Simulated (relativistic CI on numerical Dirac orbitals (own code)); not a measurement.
# Crystal-field levels of Ir2+, 5d7

Calculated by Dirac-Coulomb-Breit CI, KLI orbitals optimised for each configuration, model QED (radiative potential, 1s self-energy scaled to tabulated hydrogen-like ionisation energies), valence Slater integrals scaled by 0.75, one configuration in a parametric crystal field (own radial code).

Field parameters in Wybourne normalisation: Oh B⁴₀ = 21Dq, B⁴₄ = √(5/14) B⁴₀. The field is a parameter set, without covalency.

S is read from ⟨S²⟩ = S(S + 1).

Site symmetry Oh; labels are those of the double group. Computed levels in cm⁻¹ above the lowest, in rising order:

```
Δ (size of 10Dq)  Lowest     No. 2     No. 3     No. 4     No. 5     No. 6     No. 7     No. 8
            5500      Γ6    671 Γ8   2335 Γ8   7361 Γ7   8085 Γ8   9655 Γ8   9945 Γ6  10824 Γ7
            9950      Γ6    205 Γ8   2273 Γ8   7124 Γ7   9301 Γ8   9504 Γ8  12930 Γ7  12956 Γ6
           14350      Γ8   1864 Γ6   3836 Γ8   8713 Γ7  10183 Γ8  12141 Γ8  15991 Γ7  16671 Γ8
           18800      Γ8   5166 Γ6   7017 Γ8  11774 Γ7  12679 Γ8  16002 Γ8  19777 Γ7  20109 Γ8
           23200      Γ8   8972 Γ6  10760 Γ8  15386 Γ7  15990 Γ8  20102 Γ8  23756 Γ7  23904 Γ8
           27600      Γ8  13026 Γ6  14769 Γ8  19281 Γ7  19714 Γ8  24317 Γ8  27867 Γ7  27911 Γ8
           32050      Γ8  17254 Γ6  18961 Γ8  23377 Γ7  23704 Γ8  28638 Γ8  32083 Γ8  32104 Γ7
           36450      Γ8  21505 Γ6  23184 Γ8  27520 Γ7  27779 Γ8  32942 Γ8  36278 Γ8  36344 Γ7
           40900      Γ8  25848 Γ6  27502 Γ8  31770 Γ7  31981 Γ8  37318 Γ8  40568 Γ8  40667 Γ7
```

Ground-state S against |10Dq| in cm⁻¹: 5500: 1.43, 9950: 1.45, 14350: 0.93, 18800: 0.74, 23200: 0.65, 27600: 0.60, 32050: 0.57, 36450: 0.55, 40900: 0.54.

The spin changes between |10Dq| = 9950 and 14350 cm⁻¹.
